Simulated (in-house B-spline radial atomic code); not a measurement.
Computed with a B-spline radial atomic code. Model: two electrons, singlet ground state, non-relativistic, full CI in B-splines with partial waves to l = 8 (at full coupling up to 3e-4 hartree above the limit, correlation up to 0.6 % small), density held at that of full coupling by Lieb maximisation.

Along the adiabatic connection the electron repulsion is scaled by a coupling λ while a local potential keeps the density fixed. At λ = 0 the system is the Kohn-Sham one and W equals the exchange energy; the exchange-correlation energy is the area under W between 0 and 1. The kinetic energy rises with λ as the electrons avoid each other, with dT/dλ = −λ dW/dλ.

Command:
```bash
python run_ac.py task.json out
```
Settings (lengths in bohr, energies in hartree):
```
potential              dot
strength               0.0182
lmax                   8
second                 0.3
```

Time taken, with all properties: 38 s on 1 thread of Intel(R) Xeon(R) Processor @ 2.30GHz (shared host).

**W = mean repulsion less Hartree energy, and W of three functionals.**

Given: confinement charge in harmonic well; well frequency 0.0182 hartree; nuclear charge 0.3; external potential omega^2 r^2/2 - Z/r.

Computed: LDA exchange minus exact 14.904 millihartree; SCAN exchange minus exact -0.92591 millihartree.

| coupling | W xc (hartree) | W xc minus exchange (millihartree) | kinetic minus Kohn-Sham (millihartree) | LDA (PW92) W minus its exchange (millihartree) | PBE W minus its exchange (millihartree) | SCAN W minus its exchange (millihartree) |
| --- | --- | --- | --- | --- | --- | --- |
| 0 | -0.1104 | 0 | 0 | 0 | 0 | 0 |
| 0.02 | -0.11233 | -1.932 | 0.02 | -6.82 | -1.83 | -1.74 |
| 0.05 | -0.11494 | -4.54 | 0.11 | -12.48 | -4.45 | -4.03 |
| 0.12 | -0.11994 | -9.543 | 0.53 | -20.82 | -9.64 | -8.42 |
| 0.25 | -0.12649 | -16.095 | 1.71 | -30.06 | -16.69 | -14.33 |
| 0.4 | -0.13145 | -21.048 | 3.29 | -36.73 | -22.33 | -19.06 |
| 0.6 | -0.13575 | -25.346 | 5.41 | -42.64 | -27.61 | -23.42 |
| 0.8 | -0.13863 | -28.226 | 7.41 | -46.8 | -31.42 | -26.48 |
| 1 | ? | ? | ? | ? | ? | ? |
| 1.4 | -0.14356 | -33.157 | 12.65 | -54.5 | -38.64 | -31.87 |
| 2 | ? | ? | ? | ? | ? | ? |
| 3 | -0.14876 | -38.355 | 23.34 | -63.68 | -47.42 | -37.17 |

Q: What belongs in the row 1?

A: W xc (hartree): -0.14071; W xc minus exchange (millihartree): -30.306; kinetic minus Kohn-Sham (millihartree): 9.27; LDA (PW92) W minus its exchange (millihartree): -49.94; PBE W minus its exchange (millihartree): -34.35; SCAN W minus its exchange (millihartree): -28.75.

Q: What belongs in the row 2?

A: W xc (hartree): -0.1462; W xc minus exchange (millihartree): -35.797; kinetic minus Kohn-Sham (millihartree): 17.07; LDA (PW92) W minus its exchange (millihartree): -59.01; PBE W minus its exchange (millihartree): -42.93; SCAN W minus its exchange (millihartree): -34.67.

Q: What is the PBE exchange minus exact?

A: 0.99869 millihartree.

**Energy parts, natural occupations and partial-wave weights.**

Computed: total energy 0.0446 hartree; exchange energy -0.1104 hartree; kinetic part of the DFT correlation energy 0.0092711 hartree; kinetic part over minus potential part 0.30591; Kohn-Sham kinetic 0.03644 hartree; Lieb Oxford ratio E_xc over LDA exchange 1.3763.

```tsv
natural	occupation of the shell (electrons)
s	1.6798
p	?
s	0.14181
d	0.00011428
s	5.6967e-05
p	5.547e-05
```

Q: What belongs in the row p?

A: occupation of the shell (electrons): 0.1781.

```tsv
wave	weight
s	0.91083
p	?
d	6.1136e-05
f	1.2949e-05
g	3.1017e-06
```

Q: What belongs in the row p?

A: weight: 0.089092.

Q: What is the Hartree energy?

A: 0.2208 hartree.

Q: What is the correlation energy?

A: -0.021035 hartree.

Half-way to full coupling W has made 77 % of its drop, against 50 % for a straight line, and second-order (GL2) theory, half the initial slope, overshoots the correlation energy by about 139 %: correlation is strong. Over couplings 0 to 1 the errors in E_xc come to about -0.6 millihartree for LDA, -0.8 millihartree for PBE, +0.7 millihartree for SCAN. In LDA and PBE and SCAN the errors of exchange and correlation have opposite signs, so the sum is smaller than the larger of the two.
